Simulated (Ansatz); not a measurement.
`N#C[Si](Cl)(Cl)Cl` + HCl → `Cl[Si](Cl)(Cl)Cl` + `C#N` at 600 K and 1 bar (ligand exchange at the Si–C bond).

Calculated with Ansatz (gas phase, PBE0-D4/def2-TZVP geometries, no zero-point term in ΔE). CCSD(T)/CBS adds triple-zeta CCSD(T) − MP2 to the extrapolated MP2 energy (def2 sets, frozen cores). This one scheme is used for every species.

```tsv
species	CCSD(T)/CBS energy (Eh)	H − E (kJ/mol)	S (J/(mol·K))
`N#C[Si](Cl)(Cl)Cl`	-1761.31365	93.3	437.0
HCl	-460.38127	35.4	207.2
`Cl[Si](Cl)(Cl)Cl`	-2128.39959	68.4	399.9
`C#N`	-93.32098	64.3	228.4
```

H − E and S are ideal-gas, rigid-rotor, harmonic terms from PBE0-D4/def2-TZVP. 1 Eh = 2625.50 kJ/mol, R = 8.31446 J/(mol·K).

**Question.** By hand: ΔE, ΔH, ΔS and ΔG.

**Answer.** ΔE = (-2128.39959) + (-93.32098) − (-1761.31365) − (-460.38127) = -0.02565 Eh = -67.3 kJ/mol. Δ(H − E) = 68.4 + 64.3 − 93.3 − 35.4 = 4.0, so ΔH = -63.3 kJ/mol. ΔS = 399.9 + 228.4 − 437.0 − 207.2 = -15.9 J/(mol·K). ΔG = -63.3 − 600 × (-15.9)/1000 = -53.8 kJ/mol.

**Question.** By hand: the equilibrium constant, and the temperature at which ΔG would vanish if ΔH and ΔS stayed fixed.

**Answer.** log₁₀ K = −ΔG/(RT ln 10) = 4.7. ΔG = 0 at ΔH/ΔS = 3981 K, far beyond where these terms or the molecules hold.

ΔH outweighs TΔS. A doubt of 5 kJ/mol in ΔE shifts log₁₀ K by 0.4 here. These are equilibria of isolated gas molecules and say nothing of rates. Largest T1 diagnostic: 0.014 (customary marks: 0.02 for closed shells, 0.045 for open ones).
